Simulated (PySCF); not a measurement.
CH₅FO₂Si₂, SMILES F[Si@H]1OCO[SiH2]1.

Coordinates come from a PBE0-D3(BJ)/def2-SVP optimisation. The structure was generated by enumeration; whether it is a known compound was not checked. Other conformers were not sampled.

Computed with TDDFT-PBE0/def2-SVPD (PySCF).

Vertical excitations. 

**Question.** Estimate the UV-visible absorptions. (Estimate from the structure and the level; the computed values follow.)

**Answer.** 
```
state  energy (eV)  λ (nm)      f                                                              main pairs
-----  -----------  ------  -----  ----------------------------------------------------------------------
S1            6.29     197  0.010                                                          HOMO→LUMO 95 %
S2            6.47     192  0.004                                      HOMO−1→LUMO 54 %, HOMO→LUMO+1 43 %
S3            6.64     187  0.047                                      HOMO→LUMO+1 48 %, HOMO−1→LUMO 42 %
S4            6.85     181  0.045                                                      HOMO−1→LUMO+1 89 %
S5            7.39     168  0.037                                      HOMO→LUMO+2 70 %, HOMO→LUMO+3 16 %
S6            7.52     165  0.033                                      HOMO→LUMO+3 76 %, HOMO→LUMO+2 20 %
S7            7.64     162  0.032                 HOMO−2→LUMO 54 %, HOMO−1→LUMO+2 21 %, HOMO−1→LUMO+3 9 %
S8            7.76     160  0.111                HOMO−1→LUMO+2 57 %, HOMO−1→LUMO+3 19 %, HOMO−2→LUMO 13 %
S9            7.78     159  0.029                                    HOMO−1→LUMO+3 66 %, HOMO−2→LUMO 23 %
S10           7.95     156  0.086                                                      HOMO−2→LUMO+1 74 %
T1            5.64     220      0  HOMO→LUMO 30 %, HOMO→LUMO+1 22 %, HOMO−1→LUMO 22 %, HOMO−1→LUMO+1 21 %
T2            5.73     216      0  HOMO→LUMO+1 29 %, HOMO→LUMO 26 %, HOMO−1→LUMO+1 24 %, HOMO−1→LUMO 17 %
T3            6.13     202      0                                        HOMO−1→LUMO 55 %, HOMO→LUMO 38 %
T4            6.38     194      0                                    HOMO−1→LUMO+1 51 %, HOMO→LUMO+1 45 %
```
Triplets are in the Tamm–Dancoff approximation, which puts them higher than full response would, so one can lie above its singlet here.
